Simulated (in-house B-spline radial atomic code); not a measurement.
# OEP/ALDAx excitations of S⁴⁺

Method: OEP/ALDAx. Computed with a B-spline radial code for spherical atoms: linear response of the closed shell [Ne] 3s2 with the adiabatic LDA exchange kernel on the exchange-only optimised effective potential; non-relativistic, point nucleus, no spin-orbit coupling, no double excitations, S, P, D and F terms only.

Command:
```bash
python run_td.py task.json out
```
Settings (radii: box in bohr, nucleus in fm):
```
Z                        16
electrons                12
configuration            [Ne] 3s2
hamiltonian              nr
method                   oep
box_radius               19.1
intervals                71
```

Run time, properties included: 0.5 s on 1 thread of Intel(R) Xeon(R) Platinum 8259CL CPU @ 2.50GHz (Skylake/Cascade Lake) (shared host).

The lowest states, in the order of their Tamm-Dancoff energies; the method's threshold (minus the highest occupied level) is 70.81 eV. Labels give the largest channel, * marks a mixed state, and oscillator strengths are full-response dipole values. Semilocal kernels can invert the small singlet-triplet splittings of Rydberg terms. Energies in eV:

```tsv
state	full response	Tamm-Dancoff	oscillator strength
3s → 3p 3P	9.388	9.740	-
3s → 3p 1P	15.955	16.654	1.38
3s → 3d 3D	26.804	26.914	-
3s → 3d 1D	29.722	29.736	-
3s → 4s 3S	37.05	37.07	-
3s → 4s 1S	38.49	38.52	-
3s → 4p 3P	41.33	41.34	-
3s → 4p 1P	42.02	42.06	0.102
3s → 4d 3D	47.24	47.25	-
3s → 4d 1D	47.68	47.69	-
3s → 4f 3F	48.59	48.61	-
3s → 4f 1F	48.96	48.96	-
3s → 5s 3S	51.43	51.44	-
3s → 5s 1S	?	?	-
3s → 5p 3P	?	?	-
3s → 5p 1P	53.59	53.60	0.0464
3s → 5d 3D	56.07	56.08	-
3s → 5d 1D	56.23	56.23	-
```

Q: Where does 3s → 5p 3P lie?

A: At 53.35 eV in full response, 53.36 eV in Tamm-Dancoff.

Q: Where does 3s → 5s 1S lie?

A: At 51.90 eV in full response, 51.91 eV in Tamm-Dancoff.

Q: How large is the singlet-triplet splitting of 3s → 3p (P terms) in Tamm-Dancoff?

A: 6.91 eV, from the unrounded values.

Q: What polarisabilities and dispersion coefficient does the method give?

A: Dipole 4.163 bohr³, quadrupole 6.454 bohr⁵, C6 8.09 hartree·bohr⁶ for two such species.
